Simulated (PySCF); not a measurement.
## Excitation energy of Xe²⁺ by level of theory

Xe²⁺ [Kr] 4d10 5s2 5p4 (3P) → Xe²⁺ [Kr] 4d10 5s2 5p3 6s1 (5S), as a difference of total energies. All numbers are calculated (PySCF 2.14, scalar relativity by spin-free X2C-1e, in aug-cc-pVQZ-DK3 (9s8p6d3f2g, 102 functions)). Correlated levels: valence: [Kr] 4d10 frozen. The calculations carry no spin-orbit coupling.

| method | excitation energy (cm⁻¹) |
| --- | --- |
| UHF | 113310 |
| MP2 (valence) | 115430 |
| SCS-MP2 (valence) | 117560 |
| CCSD (valence) | 116630 |
| CCSD(T) (valence) | 116520 |

A first-order spin-orbit estimate (lowest level to lowest level, LS coupling) adds 0.453 eV.

The promoted electron is Rydberg-like, and one or two diffuse shells describe it only roughly, which tends to raise the upper state.
